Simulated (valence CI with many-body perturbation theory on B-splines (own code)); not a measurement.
Tl48+: key properties

Level of theory: relativistic CI+MBPT: five valence electrons over a frozen Dirac-Fock core [Ar] 3d10, a basis of 9 s, 9 p, 8 d, 6 f, 3 g, 1 h functions for each j, with the one-electron correlation potential Σ1, the two-electron term Σ2, the three-electron term Σ3, Breit, model QED; selected CI, second order for the rest, scaled by the run's own slope (own B-spline code, finite nucleus).

The last digits are not significant, and no measured levels were compared; by estimate large intervals hold to a few tenths of a per cent, small ones and those within an open d or f shell to about a per cent. Among the levels kept, up to 660 cm⁻¹ of a level comes from second order outside the variational space, and about a tenth of that is noise between levels of different J, which matters for small intervals.

Levels are named by their leading jj configuration (3d3/2^4 stands for four electrons in 3d with j = 3/2), which in mixed levels can hold well under half, so a name can repeat and another be missing.

Rates and lifetimes use the calculated energies. Strong lines usually hold to 10 to 20 %, long lifetimes can be off by a factor of two.

Question: What is the ground level?

Answer: (4s^2 4p1/2^2 4p3/2) J=3/2, composition 48 % 4s2 4p3 2P° + 27 % 4s2 4p3 2D° + 25 % 4s2 4p3 4S°, g = 1.352.

Question: Among levels below 459.49 eV, which E1 lines absorb most strongly from the ground level?

Answer: to (4s^2 4p1/2 4p3/2 4d3/2) J=5/2 at 3.550 nm, f = 0.765; to (4s^2 4p1/2 4p3/2 4d3/2) J=3/2 at 3.532 nm, f = 0.662; to (4s 4p1/2^2 4p3/2^2) J=3/2 at 4.365 nm, f = 0.279.

Question: Where does the other parity begin?

Answer: At (4s^2 4p1/2^2 4d3/2) J=3/2, 179.25 eV.

Question: Name the longest-lived excited levels whose lifetime is computed, and their main decay.

Answer: (4s^2 4p1/2 4p3/2 4d5/2) J=9/2 at 365.84 eV lives 1.05 μs, mostly by E2 to (4s^2 4p1/2^2 4d5/2) J=5/2; (4s^2 4p1/2 4p3/2^2) J=5/2 at 154.13 eV lives 141 ns, mostly by M1 to (4s^2 4p1/2^2 4p3/2) J=3/2; (4s^2 4p1/2 4p3/2^2) J=1/2 at 161.98 eV lives 49.7 ns, mostly by M1 to (4s^2 4p1/2^2 4p3/2) J=3/2.

Question: What is the ionisation energy?

Answer: 2637.6 eV; NIST lists 2635 ± 4 eV (theoretical).

Question: How well does LS coupling describe the low levels?

Answer: Among the lowest 20 levels the leading LS term, summed over configurations, holds 54 % on average. For single configurations the figures are 53 % in LS and 96 % in jj coupling. Terms mix most in the J = 5/2 level at 219.13 eV, where the leading one holds 32 %.

Question: What are the static dipole polarisabilities of the lowest levels?

Answer: (4s^2 4p1/2^2 4p3/2) J=3/2 0.0211 (tensor 0.0013) bohr³, of which the core gives 0.00132.
